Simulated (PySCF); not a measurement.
How methods differ on the ionisation energy of Cl⁺

Cl⁺ [Ne] 3s2 3p4 (3P) → Cl²⁺ [Ne] 3s2 3p3 (4S), as a difference of total energies. Calculation: PySCF 2.14, in dyall-av3z (19s12p3d2f, 84 functions); scalar relativity by spin-free X2C-1e. Correlated levels: valence: [Ne] frozen; virtual orbitals above 40 to 60 times the deepest correlated orbital energy dropped. The calculations carry no spin-orbit coupling.

| method | ionisation energy (eV) | error (eV) |
| --- | --- | --- |
| UHF | 22.571 | -1.200 |
| MP2 (valence) | 23.366 | -0.405 |
| SCS-MP2 (valence) | 23.454 | -0.317 |
| CCSD (valence) | 23.477 | -0.294 |
| CCSD(T) (valence) | 23.508 | -0.263 |

Reference: 23.771 eV (measured; NIST levels, between the centres of gravity of the two terms).

Errors of the correlated levels include the incompleteness of this basis and the frozen core.
